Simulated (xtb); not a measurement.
Cd(I)(NH2) (CdH₂IN), SMILES [NH2][Cd][I]. All values are semi-empirical tight-binding results from xtb (GFN2-xTB unless named), good for trends rather than for accurate numbers. Geometry optimised at GFN2-xTB. Other conformers were not sampled.

Optimised geometry:

Bonds (Å): Cd1–I2 2.653, Cd1–N3 2.023, N3–H4 1.019, N3–H5 1.018. Angles (°): I2–Cd1–N3 132.6, Cd1–N3–H4 113.3, Cd1–N3–H5 113.8, H4–N3–H5 104.5.
Charge 0, spin multiplicity 1.

For metal compounds this method's bond lengths and energies can be far off.

```yaml
orbital_gap: 3.10 eV
zero_point_energy: 14.6 kcal/mol
G − E(el) at 298.15 K (modified RRHO): -5.7 kcal/mol
```

Problem. Give the atomic charges and the Wiberg bond orders between heavy atoms. (Estimate from the structure and the level; the computed values follow.)

Solution. charges (e) Cd1 0.34, I2 -0.19, N3 -0.45, H4 0.15, H5 0.15. Bond orders Cd1–I2 0.99, Cd1–N3 0.91.
